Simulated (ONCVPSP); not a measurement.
**Before and after: ONCV potential for iridium (Ir)**

ONCVPSP 4.0.1 input, shortened (lines: element, Z, core and valence counts, functional; n l f; lmax; l rc ep ncon nbas qcut; lloc lpopt rc5 dvloc0; l nproj debl; icmod fcfact rcfact), LDA (Perdew-Wang 92), fully relativistic:

```
  Ir 77.00   10    4  -001012      upf
    1    0    2.00
    2    0    2.00
    2    1    6.00
    3    0    2.00
    3    1    6.00
    3    2   10.00
    4    0    2.00
    4    1    6.00
    4    2   10.00
    4    3   14.00
    5    0    2.00
    5    1    6.00
    5    2    7.00
    6    0    2.00
    2
    0    1.90    0.00    4    9    8.10
    1    1.10    0.00    4    7    7.20
    2    2.40    0.00    5    9    5.60
    4    5    0.70    2.00
    0    2    3.10
    1    2    1.60
    2    2    2.40
    3    6.00    1.15
```

Open shells are filled in proportion to 2j + 1.

In the p channel the program set the typed energies aside and used -1.880, 0.250 Ha (j = l + 1/2; the other j can differ).

Change: core correction Teter function, fcfact 3.25, rcfact 1.65.

Cutoffs: the cutoffs (Ha) at which the residual kinetic energy of the hardest occupied pseudo-wave falls to 1 and 0.1 mHa per electron; they do not see the model core or the augmentation charge, which bear on the density cutoff. Errors are all-electron minus pseudo energies relative to the spin-unpolarised reference configuration.

What does the change do?

The potential gets neither clearly harder nor softer (107 Ha and 126 Ha → 107 Ha and 126 Ha); both files keep a bound ghost (s); of the 4 tests that both files solve, the error grows in 3 and shrinks in 1 by more than 15 % and 0.3 meV (median size 6.5 → 5.9 meV). A model core, the more so a compact one, raises the density cutoff, which this test does not measure.

```tsv
quantity	base	changed
cutoff, loose	107 Ha	107 Ha
cutoff, tight	126 Ha	126 Ha
bound ghosts	s	s
GHOST(+) flags under 300 eV	p3/2 at 36.9 eV, d5/2 at 89.4 eV, d3/2 at 127.5 eV, p1/2 at 143.2 eV	p3/2 at 36.9 eV, d5/2 at 89.4 eV, d3/2 at 127.5 eV, p1/2 at 143.2 eV
error for 5s2 5p6 5d7 6s1, meV [ΔE 10.18 eV]	-0.8	-1.5
error for 5s2 5p6 5d7 6s0, meV [ΔE 28.03 eV]	-6.7	-10
error for 5s2 5p6 5d6 6s0, meV [ΔE 58.87 eV]	-6.4	-14
error for 5s2 5p6 5d8 6s0, meV [ΔE 9.01 eV]	+8.1	-0.9
s: phases at 1.93 bohr within 0.05 rad from the reference energy up to (Ha; the scan ends near 5)	to the end of the scan	to the end of the scan
p3/2: phases at 1.12 bohr within 0.05 rad from the reference energy up to (Ha; the scan ends near 5)	to the end of the scan	to the end of the scan
p1/2: phases at 1.12 bohr within 0.05 rad from the reference energy up to (Ha; the scan ends near 5)	to the end of the scan	to the end of the scan
d5/2: phases at 2.44 bohr within 0.05 rad from the reference energy up to (Ha; the scan ends near 5)	to the end of the scan	to the end of the scan
d3/2: phases at 2.44 bohr within 0.05 rad from the reference energy up to (Ha; the scan ends near 5)	4.6	4.6
rms error of d²Exc/dni dnj with the model core, mHa	4.75	2.61
```

 A true bound ghost makes a file unfit for plane-wave use even where its test errors are small: the radial tests pick states by their node count and pass the ghost by.
